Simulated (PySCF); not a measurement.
**Si⁺: excitation energy**

Si⁺ [Ne] 3s2 3p1 (2P) → Si⁺ [Ne] 3s1 3p1 4s1 (4P), as a difference of total energies. Computed with PySCF 2.14 in aug-cc-pVDZ-DK (5s4p2d, 27 functions), with the spin-free X2C one-electron Hamiltonian (Gaussian nucleus). Correlated levels: valence: [Ne] frozen. The calculations carry no spin-orbit coupling.

```json
{"method": "UHF", "excitation energy (eV)": "13.094"}
{"method": "MP2 (valence)", "excitation energy (eV)": "13.872"}
{"method": "SCS-MP2 (valence)", "excitation energy (eV)": "14.127"}
{"method": "CCSD (valence)", "excitation energy (eV)": "14.237"}
{"method": "CCSDT (valence)", "excitation energy (eV)": "14.260"}
```

Question: Estimate what CCSD(T) (valence) gives.

Answer: 14.253 eV, closest to CCSDT (valence) among the rows shown.

Question: Estimate what FCI (valence) gives.

Answer: 14.260 eV, closest to CCSDT (valence) among the rows shown.

Errors of the correlated levels include the incompleteness of this basis and the frozen core.

The coupled-cluster amplitudes are large for the upper state (T1 above 0.03 or a double amplitude above 0.15), so a single reference is strained.

For comparison: 14.490 eV (measured; NIST levels, between the centres of gravity of the two terms).
